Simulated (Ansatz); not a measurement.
Two isomers of CH4OSSi: A = `S[SiH]1CO1`, B = `O=C([SiH3])S`.

Isolated molecules relaxed with PBE0-D4/def2-TZVP in Ansatz; ΔE leaves out vibrations. CCSD(T)/CBS adds triple-zeta CCSD(T) − MP2 to the extrapolated MP2 energy (def2 sets, frozen cores). Functionals use def2-TZVPP. B3LYP here is the variant with VWN-RPA as its local correlation; programs differ in this. Each species was taken in one conformer, which may not be the lowest.

(1) Which is lower in electronic energy at CCSD(T)/CBS, and by how much? (Best estimate.)

(2) Give E(B) − E(A) in kcal/mol with r2SCAN-D4, B3LYP-D4, CCSD/def2-TZVPP, PBE0-D4, ωB97M-V, MP2/def2-TZVPP, B2PLYP. (Best estimate.)

(3) Does the order hold for the free energy at 298.15 K (harmonic terms from PBE0-D4)? (An estimate is asked.)

Largest T1 diagnostic: 0.017.

Results:

(1) The calculation gave: A, by 20.2 kcal/mol.

(2) Ansatz gave: r2SCAN-D4 18.2, B3LYP-D4 15.0, CCSD/def2-TZVPP 19.5, PBE0-D4 19.3, ωB97M-V 20.0, MP2/def2-TZVPP 21.1, B2PLYP 16.9. None reverses the order clearly.

(3) Computed: Yes: G(B) − G(A) = +15.9 kcal/mol, for one conformer each.

At CCSD(T), def2-SVP lies −13.2 kcal/mol from the extrapolated value and def2-TZVPP −1.7 kcal/mol. From PBE to PBE0 (25 % exact exchange), in def2-TZVPP and without D4, E(B) − E(A) moves by +3.6 kcal/mol.
